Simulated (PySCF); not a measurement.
# Pb⁺ (lead, charge +1) across methods

[Xe] 4f14 5d10 6s2 6p1, 2P determinant. Computed with PySCF 2.14 in def2-TZVPPD with the def2 core potential (60 electrons) (7s5p4d2f, 56 functions), with scalar relativity through the core potential.

| method | E (hartree) | mean ε 6s α (eV) | mean ε 6s β (eV) | mean ε 6p α (eV) | Σ⟨r²⟩ (bohr²) | ⟨S²⟩ |
| --- | --- | --- | --- | --- | --- | --- |
| PBE | -192.6085 | -19.413 | -18.830 | -10.208 | 50.00 | 0.751 |
| LC-wPBE | -192.6045 | -23.487 | -22.288 | -13.683 | 49.64 | 0.754 |
| UHF | -191.59425 | -23.241 | -21.397 | -13.463 | 50.48 | 0.757 |
| BLYP | -192.5623 | -19.264 | -18.813 | -10.041 | 50.16 | 0.751 |
| PW91 | -192.6836 | -19.497 | -18.914 | -10.268 | 49.97 | 0.751 |
| LDA | -192.3054 | -19.762 | -19.266 | -10.315 | 49.96 | 0.751 |
| M06 | -192.6089 | -20.271 | -19.961 | -10.634 | 50.19 | 0.750 |
| r2SCAN | -192.6660 | -19.746 | -18.984 | -10.512 | 49.70 | 0.753 |

Task: Estimate the same row for PBE0.

Result: E (hartree) = -192.5792; mean ε 6s α (eV) = -20.621; mean ε 6s β (eV) = -19.745; mean ε 6p α (eV) = -11.173; Σ⟨r²⟩ (bohr²) = 49.89; ⟨S²⟩ = 0.752.

Energies and moments cover only the electrons outside the core potential. Spin-orbit coupling, absent here, splits the open shell strongly.
